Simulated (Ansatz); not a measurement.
`N#[C][Ge]([Cl])([Cl])[C]#N`, charge 0, multiplicity 1.

Give a relaxed structure at PBE0-D4/def2-TZVP (the Gaussian-basis code of Ansatz). (Best estimate.)

Computed: 
```xyz
7

N    -0.361   -2.615   -0.941
C    -0.302   -1.497   -0.673
Ge   -0.217    0.356   -0.245
Cl   -2.160    1.063    0.158
Cl    0.662    1.397   -1.852
C     0.863    0.576    1.307
N     1.514    0.720    2.245
```
Point group C2v.
